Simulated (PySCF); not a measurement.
Ga(Me)(OH)(NH2) (CH₆GaNO), SMILES [CH3][Ga]([NH2])[OH].

Geometry: B3LYP-D3(BJ)/def2-SVP. One conformer was computed; it need not be the lowest.

The numbers are results of TDA-PBE/def2-SVPD in PySCF, not measurements.

Vertical excitations. The molecule is in vacuum. State labels are in the subgroup Cs.

| state | symmetry | energy (eV) | λ (nm) | f | main pairs |
|---|---|---|---|---|---|
| S1 | A" | 4.77 | 260 | 0.014 | HOMO→LUMO 99 % |
| S2 | A" | 6.01 | 206 | 0.016 | HOMO−2→LUMO 80 %, HOMO→LUMO+2 20 % |
| S3 | A' | 6.09 | 204 | 0.064 | HOMO−1→LUMO 71 %, HOMO→LUMO+1 22 % |
| S4 | A' | 6.13 | 202 | 0.148 | HOMO→LUMO+1 68 %, HOMO−1→LUMO 22 % |
| S5 | A" | 6.14 | 202 | 0.058 | HOMO→LUMO+2 78 %, HOMO−2→LUMO 19 % |
| S6 | A" | 6.50 | 191 | 0.014 | HOMO→LUMO+3 97 % |
| S7 | A" | 6.58 | 188 | 0.006 | HOMO−1→LUMO+1 98 % |
| S8 | A" | 6.88 | 180 | 0.008 | HOMO→LUMO+4 98 % |
| S9 | A' | 7.04 | 176 | 0.047 | HOMO−2→LUMO+1 73 %, HOMO−1→LUMO+2 15 % |
| S10 | A' | 7.25 | 171 | 0.037 | HOMO−3→LUMO 53 %, HOMO−1→LUMO+2 41 % |
| T1 | A" | 4.55 | 272 | 0 | HOMO→LUMO 99 % |
| T2 | A' | 4.95 | 250 | 0 | HOMO→LUMO+1 99 % |
| T3 | A' | 5.65 | 219 | 0 | HOMO−1→LUMO 99 % |
| T4 | A" | 5.74 | 216 | 0 | HOMO−2→LUMO 93 % |
Triplets are in the Tamm–Dancoff approximation.
